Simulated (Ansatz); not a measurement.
Reaction (ligand exchange at the Si–N bond): `[SiH3]N[SiH2]Cl` + `[NH2][GeH3]` → `Cl[SiH2][NH][GeH3]` + `N[SiH3]`

Program: Ansatz. Geometries: PBE0-D4/def2-TZVP. ΔE: electronic, gas phase. CCSD(T)/CBS adds triple-zeta CCSD(T) − MP2 to the extrapolated MP2 energy (def2 sets, frozen cores). This one scheme is used for every species. For Ge outer-core shells are correlated without core-valence functions, which leaves a few kJ/mol of doubt a bond. Scalar relativity is left out up to krypton. One conformer a species, not always the lowest.

```json
{"species": "`[SiH3]N[SiH2]Cl`", "MP2/def2-SVP energy (Eh)": "-1095.53944"}
{"species": "`[NH2][GeH3]`", "MP2/def2-SVP energy (Eh)": "-2132.83304"}
{"species": "`Cl[SiH2][NH][GeH3]`", "MP2/def2-SVP energy (Eh)": "-2881.91926"}
{"species": "`N[SiH3]`", "MP2/def2-SVP energy (Eh)": "-346.45431"}
```

Problem. Work out ΔE.

Solution. ΔE = (-2881.91926) + (-346.45431) − (-1095.53944) − (-2132.83304) = -0.00109 Eh = -2.9 kJ/mol. CCSD(T)/CBS gives -3.6 kJ/mol.

Largest T1 diagnostic among the species: 0.011.

Leaving LDA and LC-ωPBE aside and taking each functional with its dispersion term where it has one, the values, not all of them listed here, spread over 2.6 kJ/mol, from BHLYP-D4 to revPBE-D4.
